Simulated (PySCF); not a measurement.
**NMR problem set**

PySCF calculation with NMR shieldings at PBE0/pcSseg-1/GIAO and coordinates at the GFN2-xTB level; non-relativistic, equivalent nuclei averaged, in vacuum, one computed conformer.

δ = σ(ref) − σ, references computed at the same level: ¹H (31.72 ppm) and ¹³C (186.93 ppm) against TMS. Splittings of carbon signals by F and P are missing where no couplings were computed. Where no couplings were computed, multiplicities follow the n + 1 count of equivalent neighbours, and m marks all less simple cases (inequivalent or close neighbours, rings, F or P nearby). Shifts are as computed. Against solution values, carbons near 30 ppm lie about +3 ppm off and those near 130 ppm about +5 ppm. Of 1211 compounds with measured shifts, 218 miss one by over three times the rms of a fit or turn the order of signals round; such compounds aren't used in these exercises. OH and NH positions are gas-phase values without hydrogen bonding to other molecules.

Task: C6H4F3P. ¹H NMR (300 MHz, computed): δ 9.33 (m, 1H), 8.56 (m, 1H), 8.30 (m, 1H), 7.99 (m, 1H). ¹³C{¹H} NMR (computed): δ 170.4, 165.4, 140.7, 139.3, 135.2, 134.8. Give a structure.

Result: SMILES c1(C(F)(F)F)ccccp1. 6 carbon signals for 6 carbons: no two carbons are equivalent. Carbon types of the structure: 2 × C, 4 × CH, which accounts for all hydrogens. δC 170.4: substituted aromatic carbon. δC 165.4, 140.7, 139.3, 134.8: aromatic CH. δC 135.2: CF3 carbon; 3 electronegative neighbours deshield it. δH 9.33, 8.56, 8.30, 7.99: hydrogen on an aromatic CH; aromatic region.

The data come from this structure; uniqueness wasn't tested.

Task: CH10N2OSi3. ¹H NMR (600 MHz, computed): δ 11.95 (d, 1H), 4.92 (d, 1H), 4.76 (s, 6H), 1.24 (br s, 2H). ¹³C{¹H} NMR (computed): δ 253.3 (CH). Identify the compound.

Result: `N[Si@@H](C=O)N([SiH3])[SiH3]`. Rings plus π bonds: 1 (no ring in the answer). Carbon types of the structure: 1 × CH, leaving 9 H on heteroatoms. δC 253.3: carbonyl carbon. δH 11.95: hydrogen on a carbonyl carbon. δH 4.76: hydrogen on a silicon bonded to N. δH 1.24: hydrogen on a nitrogen bonded to Si; labile proton, position sensitive to the medium.

This is the structure that produced the data.

Task: C6H8O3. ¹H NMR (300 MHz, computed): δ 8.14 (s, 1H), 7.72 (m, 1H), 5.65 (d, 1H), 4.95 (m, 1H), 4.67 (m, 1H), 2.02 (s, 3H). ¹³C{¹H} NMR (computed): δ 164.3 (CH), 153.4 (C), 128.3 (CH), 104.3 (CH), 82.6 (CH2), 15.1 (CH3). Identify the compound.

Result: `InChI=1S/C6H8O3/c1-5-2-6(8-3-5)9-4-7/h2,4,6H,3H2,1H3/t6-/m1/s1`. Rings plus π bonds: 3 (1 ring in the answer). 6 carbon signals for 6 carbons: no two carbons are equivalent. Carbon types of the structure: 1 × C, 3 × CH, 1 × CH2, 1 × CH3, which accounts for all hydrogens. δC 164.3: ester carbonyl carbon; lone-pair donation from the attached heteroatom keeps it upfield of a ketone carbonyl. δC 153.4: fully substituted alkene carbon; an sp2 carbon of a C=C bond. δC 128.3: alkene CH; as expected for a trigonal carbon in a double bond. δC 82.6: allylic sp3 CH2 bonded to O; pulled downfield by the heteroatom.

This is the structure that produced the data.
